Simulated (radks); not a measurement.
Values are calculated unless marked as measured or tabulated.
Question: Valence configurations of neutral platinum (all share [Xe]). Code: a radial shooting solver on a logarithmic mesh with Libxc functionals. Model: Dirac Kohn-Sham, PBEsol, spin-unpolarised, spherical densities, finite nucleus; open shells fill j = l - 1/2 first; Fermi nuclear charge, rms radius 5.427 fm. Order these by energy: 4f13 5d9 6s1 6p1; 4f13 5d9 6s2; 4f13.5 5d9 6s0.5 6p1; 4f14 5d7.5 6s1 6p1.5; 4f14 5d8 6s1 6p1; 4f14 5d9 6p1; 4f14 5d9 6s0.5 6p0.5; 4f13 5d10 6s1; 4f14 5d9 6s1; 4f14 5d10.

Answer: From the lowest, in eV above it: 4f14 5d9 6s1 0.000; 4f14 5d10 0.493; 4f14 5d9 6s0.5 6p0.5 2.296; 4f14 5d9 6p1 4.662; 4f14 5d8 6s1 6p1 5.468; 4f14 5d7.5 6s1 6p1.5 8.973; 4f13.5 5d9 6s0.5 6p1 37.775; 4f13 5d10 6s1 67.624; 4f13 5d9 6s2 68.963; 4f13 5d9 6s1 6p1 74.112. NIST lists [Xe] 4f14 5d9 6s1 as the ground configuration; this level of theory agrees among the configurations tried. The energies are those of spherical spin-averaged densities, not of single terms.
